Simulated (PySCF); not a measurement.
HSn, SMILES [SnH] (connectivity only; charge and spin as stated), neutral, multiplicity 2.

Geometry optimised at B3LYP-D3(BJ)/def2-TZVPD. The def2 effective core potentials stand for the cores of Sn; spin–orbit coupling is left out.

These are PySCF with PBE/def2-TZVPD values and carry that method's errors.

Computed frontier levels, dipole moment:
```
Quantity                                                          Result
-----------------------------------------------  -----------------------
α spin, highest occupied and lowest empty level       -4.05 and -3.91 eV
β spin, highest occupied and lowest empty level       -6.13 and -3.58 eV
dipole moment                                                  0.131 e·Å
⟨S²⟩                                             0.752 (pure state 0.75)
```
